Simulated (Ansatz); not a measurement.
AlH₃O₂Se, SMILES `[OH][Al]([OH])[SeH]`. The species carries charge 0 and has multiplicity 1. The geometry is a stationary point of PBE0-D4/def2-TZVP. It is one conformer, not always the lowest.

```xyz
7

O     1.433   -0.413    0.831
Al   -0.097   -0.297    0.133
O    -1.167   -1.563    0.430
Se   -0.768    1.489   -1.183
H     2.120    0.242    0.734
H    -2.057   -1.608    0.087
H     0.535    2.151   -1.032
```

Q: What is the dipole moment at B3LYP/def2-TZVPP? (An estimate is asked.)

A: The calculation gave: 1.38 D, with components (0.13, 1.21, -0.66) D in this frame, pointing from negative to positive charge.

Q: And with PBE, r2SCAN, ωB97M-V? (Estimate.)

A: Computed: PBE 1.29 D, r2SCAN 1.30 D, ωB97M-V 1.33 D.

Q: Give the Mulliken charges with B3LYP, ωB97M-V, r2SCAN in def2-TZVPP. (Best estimate.)

A: Computed: 
```
atom  B3LYP  ωB97M-V  r2SCAN
  O1  -0.39    -0.38   -0.41
 Al2   0.62     0.61    0.65
  O3  -0.39    -0.38   -0.42
 Se4  -0.22    -0.24   -0.24
  H5   0.17     0.16    0.18
  H6   0.17     0.16    0.19
  H7   0.04     0.07    0.06
```

B3LYP here is the variant with VWN-RPA as its local correlation; programs differ in this.
